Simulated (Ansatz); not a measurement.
Reaction (redistribution): `COB(C)Br` + `[OH][Cd][SH]` → `COB(O)Br` + `[CH3][Cd][SH]`

Gas-phase electronic energies from Ansatz, PBE0-D4/def2-TZVP geometries. CCSD(T)/CBS is the MP2 limit (def2-TZVPP, def2-QZVPP) plus CCSD(T) − MP2 in def2-TZVPP, frozen cores. Functionals use def2-TZVPP. HSE06 is defined as in plane-wave codes. def2 core potentials past Kr. For Br, Cd outer-core shells are correlated without core-valence functions, which leaves a few kJ/mol of doubt a bond. Scalar relativity is left out up to krypton. One conformer a species, not always the lowest.

(1) Is it downhill or uphill in electronic energy at CCSD(T)/CBS, and by how much? (Best estimate.)

(2) What do these levels give: LDA (SPW92), revPBE-D4, r2SCAN-D4, ωB97M-V, B2PLYP, PBE, revPBE, HSE06, LC-ωPBE, HF/def2-SVP, CCSD/def2-SVP, CCSD(T)/def2-TZVPP? (Estimate.)

Largest T1 diagnostic among the species: 0.015.

Answers

(1) The calculation gave: Downhill: ΔE = -87.4 kJ/mol.

(2) The calculation gave: LDA (SPW92) -98.3, revPBE-D4 -85.4, r2SCAN-D4 -91.4, ωB97M-V -94.4, B2PLYP -92.3, PBE -87.8, revPBE -85.5, HSE06 -94.2, LC-ωPBE -88.5, HF/def2-SVP -107.2, CCSD/def2-SVP -105.6, CCSD(T)/def2-TZVPP -95.8 kJ/mol.

Leaving LDA and LC-ωPBE aside and taking each functional with its dispersion term where it has one, the values, not all of them listed here, spread over 11.6 kJ/mol, from r2SCAN0-D4 to revPBE-D4. LDA lies −10.5 kJ/mol from PBE without D4. From r2SCAN to r2SCAN0 (25 % exact exchange), in def2-TZVPP and without D4, ΔE moves by −5.6 kJ/mol. At CCSD(T), def2-SVP lies −17.8 kJ/mol from the extrapolated value and def2-TZVPP −8.4 kJ/mol.
